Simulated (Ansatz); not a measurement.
Consider the formal exchange of groups at a Ge–O bond: `C[O][GeH]([F])[O]C` + `[AlH3]` → `C[O][GeH]([F])[AlH2]` + CH₃OH.

Computed with Ansatz on PBE0-D4/def2-TZVP structures; ΔE is electronic, products minus reactants. CCSD(T)/CBS is the MP2 limit (def2-TZVPP, def2-QZVPP) plus CCSD(T) − MP2 in def2-TZVPP, frozen cores. This one scheme is used for every species. DFT in def2-TZVPP. B3LYP here is the variant with VWN-RPA as its local correlation; programs differ in this. For Ge outer-core shells are correlated without core-valence functions, which leaves a few kJ/mol of doubt a bond. Scalar relativity is left out up to krypton. Each species was taken in one conformer, which may not be the lowest.

Problem. Is it downhill or uphill in electronic energy at CCSD(T)/CBS, and by how much? (An estimate is asked.)

Solution. Computed: Uphill: ΔE = +21.6 kJ/mol.

Problem. What do these levels give: r2SCAN-D4, ωB97M-V, PBE, r2SCAN, B3LYP, MP2/def2-TZVPP, CCSD/def2-TZVPP, HF/def2-QZVPP, MP2/def2-QZVPP, SCS-MP2/def2-QZVPP, MP2/CBS(def2), CCSD/CBS(def2)? (Estimate.)

Solution. Computed: r2SCAN-D4 20.2, ωB97M-V 22.9, PBE 0.4, r2SCAN 19.3, B3LYP 13.4, MP2/def2-TZVPP 32.6, CCSD/def2-TZVPP 28.1, HF/def2-QZVPP 39.4, MP2/def2-QZVPP 29.2, SCS-MP2/def2-QZVPP 31.6, MP2/CBS(def2) 26.2, CCSD/CBS(def2) 21.6 kJ/mol.

Largest T1 diagnostic among the species: 0.012.

From PBE to PBE0 (25 % exact exchange), in def2-TZVPP and without D4, ΔE moves by +6.3 kJ/mol. The D4 term adds +4.1 kJ/mol with B3LYP and +2.2 kJ/mol with PBE0; it sums over pairs of atoms, weighted by their polarisabilities, and B3LYP, whose exchange is more repulsive, gets the larger term. In def2-TZVPP, CCSD(T) changes the Hartree–Fock value by −10.4 kJ/mol (the triples alone add −0.1 kJ/mol) and MP2 by −5.8 kJ/mol.
